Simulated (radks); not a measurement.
All-electron atom: Pm LIX in 1s1 2s2 (not the ground configuration). All-electron calculation, Dirac Kohn-Sham, PBE, spin-unpolarised, spherical densities, finite nucleus; Fermi nuclear charge, rms radius 4.962 fm. Program: a radial shooting solver on a logarithmic mesh with Libxc functionals. Some entries of the table are withheld. Estimate them.

orbital,occ.,eigenvalue (hartree),<r> (bohr),<1/r> (bohr^-1)
1s1/2,1,-1916.183,(1),(2)
2s1/2,2,-471.1652,(3),17.18
2p1/2,0,(4),0.07617,(5)
2p3/2,0,(6),0.08199,(7)
3s1/2,0,-203.2634,0.2137,7.352

Answer. 
(1) 1s1/2 <r> (bohr): 0.02295
(2) 1s1/2 <1/r> (bohr^-1): 67.96
(3) 2s1/2 <r> (bohr): 0.09235
(4) 2p1/2 eigenvalue (hartree): -467.3475
(5) 2p1/2 <1/r> (bohr^-1): 17.14
(6) 2p3/2 eigenvalue (hartree): -442.4568
(7) 2p3/2 <1/r> (bohr^-1): 15.34
